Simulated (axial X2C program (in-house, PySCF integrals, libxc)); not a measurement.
**InH: cheaper levels and CCSD(T), two-component**

Calculated with an in-house all-electron X2C program for linear molecules (integrals from PySCF). Two-component (2c) means X2C with spin–orbit coupling and atomic mean-field two-electron Coulomb and Gaunt terms. Basis: In dyall-cv3z [11s12p9d4f1g], H dyall-v3z [6s2p1d] (cores contracted in-house); Gaussian nuclei, density fitting, unrestricted open shells. Masses: In 114.904 u, H 1.008 u.

State: Ω = 0 (closed shell); fragments In + H.

```
level  Re (Å)  ωe (cm⁻¹)  De (eV)
 PBE0   1.849     1461.9      n/a
   HF   1.844     1524.3     1.66
  MP2   1.824     1514.4     2.37
 CCSD   1.840     1476.0     2.58
  PBE   1.870     1394.5      n/a
```

Correlated methods: 14 electrons correlated (number of frozen shells: In 4 s, 3 p, 1 d; H none), 192 virtual spin orbitals or spinors in MP2, 90 natural virtuals in coupled cluster.

CCSD(T), same Hamiltonian and basis:

Re = 1.842 Å, ωe = 1464.7 cm⁻¹, De = 2.59 eV; T1 = 0.015 (Lee–Taylor normalisation).

Question: Give the differences from CCSD(T) in the columns below.

Answer: 

| level | ΔRe (Å) | Δωe (cm⁻¹) | ΔDe (eV) |
| --- | --- | --- | --- |
| PBE0 | 0.007 | -3 | n/a |
| HF | 0.002 | 60 | -0.93 |
| MP2 | -0.018 | 50 | -0.22 |
| CCSD | -0.002 | 11 | -0.01 |
| PBE | 0.028 | -70 | n/a |

The state is a single determinant with fixed occupations, the lowest that a limited PBE0 search found. Closed shells are restricted here (equal orbitals for both partners); the stretched side of such a curve lies too high. De is counted from the lowest determinant-based energies of the atoms at the same level, without counterpoise correction. De is not given where an atomic determinant may have missed its ground term or J level, or where the truncated virtual space spoils (T). Coupled cluster ran in a truncated set of natural virtual spinors; the MP2 energy of the rest was added. (T) has no such correction and the atoms are truncated less, which lowers De at CCSD(T) by a hundredth of an eV or more. Without a current term, density functionals place determinants with orbital angular momentum somewhat too high.
